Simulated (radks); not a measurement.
W+, configuration [Xe] 4f14 5d3 6s2 (not the ground configuration).

All-electron calculation, scalar-relativistic Kohn-Sham, LDA (Slater exchange, Perdew-Wang correlation), spin-polarised, spherical densities, finite nucleus; open shells are filled with parallel spins first (spin-orbit coupling, left out, can overturn this in heavy ions); Fermi nuclear charge, rms radius 5.3658 fm. Program: a radial shooting solver on a logarithmic mesh with Libxc functionals.

Energy parts (hartree):
part                       energy
total                 -16130.2949
kinetic                17762.3299
electron-nucleus      -39858.2138
Hartree                 6278.5707
exchange-correlation    -312.9818

Orbitals (lengths in bohr, moments of r in powers of bohr; <r^-3> diverges for s and p1/2; r(90%) holds 90 % of the orbital's charge):
| orbital | occ. | eigenvalue (hartree) | <r^-3> | r(90%) |
|---|---|---|---|---|
| 1s up | 1 | -2551.201 | - | 0.0334 |
| 1s down | 1 | -2551.201 | - | 0.0334 |
| 2s up | 1 | -440.7205 | - | 0.120 |
| 2s down | 1 | -440.7156 | - | 0.120 |
| 2p up | 3 | -385.7445 | 19730 | 0.113 |
| 2p down | 3 | -385.7404 | 19730 | 0.113 |
| 3s up | 1 | -101.7709 | - | 0.295 |
| 3s down | 1 | -101.7689 | - | 0.295 |
| 3p up | 3 | -85.48310 | 4399 | 0.301 |
| 3p down | 3 | -85.48091 | 4399 | 0.301 |
| 3d up | 5 | -66.68183 | 565.7 | 0.283 |
| 3d down | 5 | -66.67839 | 565.7 | 0.283 |
| 4s up | 1 | -21.26746 | - | 0.646 |
| 4s down | 1 | -21.26277 | - | 0.646 |
| 4p up | 3 | -15.92002 | 1025 | 0.695 |
| 4p down | 3 | -15.91528 | 1025 | 0.695 |
| 4d up | 5 | -9.13281 | 112.7 | 0.768 |
| 4d down | 5 | -9.12693 | 112.7 | 0.767 |
| 4f up | 7 | -1.60914 | 19.07 | 1.01 |
| 4f down | 7 | -1.59736 | 19.17 | 1.00 |
| 5s up | 1 | -3.30531 | - | 1.53 |
| 5s down | 1 | -3.26075 | - | 1.52 |
| 5p up | 3 | -1.98668 | 149.0 | 1.82 |
| 5p down | 3 | -1.92996 | 151.7 | 1.81 |
| 5d up | 3 | -0.53169 | 7.799 | 2.92 |
| 5d down | 0 | -0.46720 | 7.672 | 3.02 |
| 6s up | 1 | -0.50880 | - | 4.10 |
| 6s down | 1 | -0.46777 | - | 4.26 |

The highest occupied level is 6s down at -12.729 eV. The density falls to 0.001 e/bohr^3 at r = 4.42 bohr. The electron density at the nucleus is 1.51e+06 e/bohr^3 (large components only). Spin moment in Bohr magnetons: 3. The spin density at the nucleus is -0.45 e/bohr^3 (1s -0.12, 2s -0.71, 3s 0.02, 4s 0.46, 5s -11.06, 6s 10.96).
